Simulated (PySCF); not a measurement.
# Germanium: a sound run and one with changed settings

Sound run: Ge [Ar] 3d10 4s2 4p2, Ge⁺ [Ar] 3d10 4s2 4p1. Calculation: PySCF 2.14, in cc-pVDZ-DK; scalar relativity by spin-free X2C-1e. In the sound run the correlated levels freeze [Ar] 3d10. The sound run starts from symmetry-adapted Hartree-Fock orbitals and uses a fine grid where one is needed.

A second run was set up differently.

```
species  method  sound run (hartree)  changed run (hartree)  converged
     Ge     MP2          -2096.99857            -2097.02395        yes
    Ge⁺     MP2          -2096.71762            -2096.74121        yes
```

Ionisation energy of Ge:

```
 method  sound run (eV)  changed run (eV)
    UHF           7.403             7.403
    MP2           7.645             7.694
SCS-MP2           7.582             7.611
```

What was changed?
A. a valence shell is frozen
B. basis contracted for another Hamiltonian
C. all electrons correlated in a valence basis
D. minimal basis

C. A valence basis has no tight correlating functions, so it recovers only part of the core correlation, and not evenly between atom and ion.
